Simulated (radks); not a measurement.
Results of a calculation; reference values are marked as such.
Species: Cr3+. Configuration: [Ne] 3s2 3p(1/2: 2, 3/2: 3) 3d(3/2: 4, 5/2: 0) (not the ground configuration).

Code: a radial shooting solver on a logarithmic mesh with Libxc functionals. Model: Dirac Kohn-Sham, BLYP, spin-unpolarised, spherical densities, finite nucleus; Fermi nuclear charge, rms radius 3.6452 fm.

Energy parts (Ry):
part                       energy
total                 -2094.48713
kinetic                2119.41267
electron-nucleus      -4939.66366
Hartree                 821.17751
exchange-correlation    -95.41365

Orbitals (lengths in bohr, moments of r in powers of bohr; r(max) is where P^2 peaks):
[
 {"orbital": "1s1/2", "occ.": "2", "eigenvalue (Ry)": "-435.5814", "<r^2>": "0.005430", "r(max)": "0.04160", "small-component weight": "7.42e-03"},
 {"orbital": "2s1/2", "occ.": "2", "eigenvalue (Ry)": "-52.14515", "<r^2>": "0.1014", "r(max)": "0.2435", "small-component weight": "1.33e-03"},
 {"orbital": "2p1/2", "occ.": "2", "eigenvalue (Ry)": "-44.78046", "<r^2>": "0.08185", "r(max)": "0.1959", "small-component weight": "1.31e-03"},
 {"orbital": "2p3/2", "occ.": "4", "eigenvalue (Ry)": "-44.14275", "<r^2>": "0.08355", "r(max)": "0.1982", "small-component weight": "1.30e-03"},
 {"orbital": "3s1/2", "occ.": "2", "eigenvalue (Ry)": "-8.34552", "<r^2>": "0.9041", "r(max)": "0.7713", "small-component weight": "2.91e-04"},
 {"orbital": "3p1/2", "occ.": "2", "eigenvalue (Ry)": "-6.27419", "<r^2>": "1.014", "r(max)": "0.7840", "small-component weight": "2.57e-04"},
 {"orbital": "3p3/2", "occ.": "3", "eigenvalue (Ry)": "-6.19450", "<r^2>": "1.032", "r(max)": "0.7906", "small-component weight": "2.54e-04"},
 {"orbital": "3d3/2", "occ.": "4", "eigenvalue (Ry)": "-2.94202", "<r^2>": "1.508", "r(max)": "0.7855", "small-component weight": "1.72e-04"},
 {"orbital": "3d5/2", "occ.": "0", "eigenvalue (Ry)": "-2.93375", "<r^2>": "1.516", "r(max)": "0.7875", "small-component weight": "1.71e-04"}
]

The highest occupied level is 3d3/2 at -40.028 eV. The density falls to 0.001 e/bohr^3 at r = 2.85 bohr. The electron density at the nucleus is 1.144e+04 e/bohr^3.
